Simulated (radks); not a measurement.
Spherical jellium clusters: N electrons in a uniform positive sphere of charge N and radius rs N^(1/3), rs = 4.58 bohr. Calculated with a radial shooting solver with Libxc functionals: non-relativistic Kohn-Sham, PBE, spin-polarised, spherical densities. Levels are named by radial order and angular momentum (1s, 1p, 1d, 2s, ...), and open shells are averaged over m.

N = 5, configuration 1s2 1p(up 3, down 0). This is the lowest configuration that the search found. Occupied levels:

level,occupation,eigenvalue (eV),<r> (bohr)
1s up,1,-3.8911,5.597
1s down,1,-3.3066,4.983
1p up,3,-2.7665,6.644

Energy (eV): total -8.61494, kinetic 7.3776, external -101.87, Hartree 50.037, exchange-correlation -16.281, background 52.118.
